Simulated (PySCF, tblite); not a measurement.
Isomers of C8H9P, one GFN2-xTB conformer each. Single-point energies are computed at PBE0/pcSseg-1 (PySCF, gas phase, no added dispersion term), electronic only.

Problem. Rank them by PBE0/pcSseg-1 energy, lowest first (kcal/mol).
A. `[cH:1]1[cH:2][cH:3][c:4]([P:5]2[CH2:6][CH2:7]2)[cH:8][cH:9]1` with C3–C4–P5–C6 -68°
B. `[CH2:1]=[CH:2][c:3]1[cH:4][cH:5][p:6][cH:7][c:8]1[CH3:9]` with C1–C2–C3–C4 -37°
C. `[CH3:1]/[CH:2]=[P:3]\[c:4]1[cH:5][cH:6][cH:7][cH:8][cH:9]1` with C2–P3–C4–C5 -70°

Solution. A (0.0), C (3.7), B (5.1).

As drawn, the lowest has a three-membered ring, which the highest lacks; the highest has a C=C bond outside aromatic rings, which the lowest lacks. Neighbours under 2.5 kcal/mol apart (C/C=P\c1ccccc1 and C=Cc1ccpcc1C) can change places with a better method, another conformer or zero-point energy. GFN2-xTB itself gives, in the same order: 0.0, 5.3, 6.1. Both levels put the same isomer lowest; measured from each level's own lowest isomer, the values differ by up to 1.6 kcal/mol (C/C=P\c1ccccc1: 5.3 against 3.7).

Problem. Which frontier levels, dipoles and rotational constants go with these structures?

Solution. 
```
         SMILES  HOMO (eV, PBE0/pcSseg-1)  LUMO (eV)  dipole (D)       A, B, C (MHz)
c1ccc(P2CC2)cc1                     -6.78      -0.52        1.39  3404, 933.7, 831.9
 C/C=P\c1ccccc1                     -6.88      -1.39        1.88  2751, 942.7, 845.9
   C=Cc1ccpcc1C                     -6.64      -1.71        2.14   2405, 1122, 778.1
```

Problem. What happens when harmonic zero-point energies from GFN2-xTB frequencies are added?

Solution. 
| SMILES | ZPE (kcal/mol) | electronic (kcal/mol) | with ZPE (kcal/mol) |
| --- | --- | --- | --- |
| c1ccc(P2CC2)cc1 | 88.9 | 0.0 | 0.0 |
| C/C=P\c1ccccc1 | 88.7 | 3.7 | 3.4 |
| C=Cc1ccpcc1C | 88.7 | 5.1 | 4.8 |

The zero-point energies span 0.2 kcal/mol. The order is unchanged.

Problem. As an exercise, what shares would exp(−E/RT) give at 1000 K from these electronic energies alone (no entropy, no degeneracies)?

Solution. RT = 1.987 kcal/mol: c1ccc(P2CC2)cc1 80.8 %, C/C=P\c1ccccc1 12.8 %, C=Cc1ccpcc1C 6.3 %.
